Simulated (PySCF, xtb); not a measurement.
MgF, SMILES [F][Mg+], charge +1.

Harmonic wavenumbers (cm⁻¹) from GFN2-xTB in xtb 6.7.1 at its own minimum, in rising order: 548.

**Question.** What does PBE0-D3(BJ)/def2-TZVPD (PySCF 2.14.0) give at its own minimum? (Estimate from the structure and the level; the computed values follow.)

**Answer.** 821. Paired by order, the mean absolute difference is 273 cm⁻¹ and the zero-point energies are 0.8 and 1.2 kcal/mol.
